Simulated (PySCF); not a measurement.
A calculated (wB97X, PySCF 2.14, aug-cc-pVDZ-DK, scalar relativity by spin-free X2C-1e) atom or ion has these occupied shells.

```csv
shell,electrons,orbital energy (eV),"rms radius, mean of both spins (bohr)"
1s α,1,-12527.5,0.0508
1s β,1,-12527.4,0.0508
2s α,1,-1617.4,0.212
2s β,1,-1617.4,0.212
2p α,3,-1421.6,0.189
2p β,3,-1421.5,0.189
3s α,1,-215.39,0.615
3s β,1,-215.32,0.615
3p α,3,-153.71,0.638
3p β,3,-153.63,0.638
3d α,5,-51.701,0.704
3d β,5,-51.631,0.704
4s α,1,-14.748,2.02
4s β,1,-13.480,2.02
4p α,3,-2.857,2.86
4p β,2,-2.091,2.86
```

(1) Name the element and its charge.

## Answers

(1) Se⁻ (selenium, charge -1), in [Ar] 3d10 4s2 4p5, 2P determinant.
